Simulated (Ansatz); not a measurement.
# Worked example: C2H8O2Sn + CH4MgO2 → CH6O2Sn + C2H6MgO2

Species: C2H8O2Sn `C[O][SnH]([CH3])[OH]`, singlet; CH4MgO2 `C[O][Mg][OH]`, singlet; CH6O2Sn `C[O][SnH2][OH]`, singlet; C2H6MgO2 `C[O][Mg][O]C`, singlet. The partners trade CH3 for H: Sn–CH3 and O–H bonds give way to Sn–H and O–CH3.

Shapes, held fixed at every level: PBE0-D4/def2-TZVP. Flexible molecules stand in one conformer, not always the lowest. Programs: Ansatz 0.2.0. Electronic energies: no zero-point or thermal term.

At CCSD(T)/def2-TZVPP; 1 Eh = 2625.50 kJ/mol:

```
 species  energy (Eh)
C2H8O2Sn  -444.821103
 CH4MgO2  -390.592132
 CH6O2Sn  -405.565353
C2H6MgO2  -429.810584
```

Task: Work out ΔE of the reaction at this level.

Result: 
1. Products less reactants: (-405.565353) + (-429.810584) − [(-444.821103) + (-390.592132)] = 0.037298 Eh = +97.9 kJ/mol.

Other levels give +90.3 (wB97X-V/def2-TZVPP) to +108.4 kJ/mol (MP2/def2-TZVPP). No measured value is set beside it here. For atoms past krypton def2 sets carry core potentials with scalar relativity. Outer-core shells of Mg, Sn are correlated, in sets that cover them unevenly.
